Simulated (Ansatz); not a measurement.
```json
{"atom": "B", "x (Å)": "-0.0003", "y (Å)": "0.0101", "z (Å)": "0.0684"}
{"atom": "H", "x (Å)": "1.2085", "y (Å)": "0.0500", "z (Å)": "-0.0062"}
{"atom": "H", "x (Å)": "-0.5929", "y (Å)": "1.0002", "z (Å)": "-0.0700"}
{"atom": "H", "x (Å)": "-0.6435", "y (Å)": "-0.9802", "z (Å)": "-0.0034"}
```

Basis set: STO-3G (spherical functions). Correlated methods keep 1 orbital frozen. Charge 0, multiplicity 1.

Computed with Ansatz (development build ahead of 0.2.0); each method stands on the lowest determinant of its kind that the runs found. Restricted open shells among the atoms or ions are ROHF, correlated in semicanonical orbitals with singles.

(1) Give the atomization energy at this shape (free ground-state atoms in the same class of orbitals less the molecule, no zero-point energy) of singlet BH3 by RHF-MP2, RHF.

Answers

(1)

```
 method  atomization energy
RHF-MP2            14.53 eV
    RHF            14.06 eV
```

This basis has no polarisation functions and is too small for such energies, which can lie far from measured ones in either direction.
